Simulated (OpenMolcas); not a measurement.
## P2+: the spin-orbit constant, worked from levels

```yaml
Program: OpenMolcas 26.06
Basis: ANO-RCC-VQZP [6s5p3d2f1g]
Scalar_Hamiltonian: DKH2, point nucleus
Active_space: 3 electrons in 9 orbitals (RAS2 3s 3p; RAS3 3d, at most 2 electrons)
State_averaging: 2S+1 = 4 odd, 1 root; 2S+1 = 2 odd, 11 roots; 2S+1 = 4 even, 3 roots; 2S+1 = 2 even, 9 roots
Spin-orbit_coupling: state interaction with AMFI integrals over the reference wave functions, term energies averaged over their components
```

Methods: RASSCF; MS-RASPT2, IPEA 0.25 Eh, imaginary shift 0.1 Eh (closed shells correlated: 2s 2p). Measured levels: Martin, Zalubas and Musgrove, J. Phys. Chem. Ref. Data 14, 751 (1985).

**The spin-orbit constant.** For the Hund term 2P* of p1, E(J) = (A/2) J(J+1) + constant and ζ = 2S·A = A. From J = 1/2 to J = 3/2 the energy changes by 1.5 A.

| Source | E(3/2) - E(1/2) | A | ζ |
| --- | --- | --- | --- |
| RASSCF | 479.7 | 319.8 | 320 |
| MS-RASPT2 | 482.0 | 321.3 | 321 |
| measured | 559.1 | 372.7 | 373 |

All in cm-1. MS-RASPT2 is off by -13.8 % and RASSCF by -14.2 %. Both methods take the spin-orbit matrix elements from the reference wave functions, so the second can move ζ only through the term energies and any multistate remixing.

Active for correlation alone: 3d; no level in the range computed is led by a configuration that fills it, so any true level of that kind is missing. Computed and measured levels are paired by configuration, term and J; levels that our copy of the source lacks, or whose pairing is in doubt (as where it misses far off the trend of its configuration), stay unpaired and out of the deviations. Only configurations of the active space appear.

* marks odd parity.
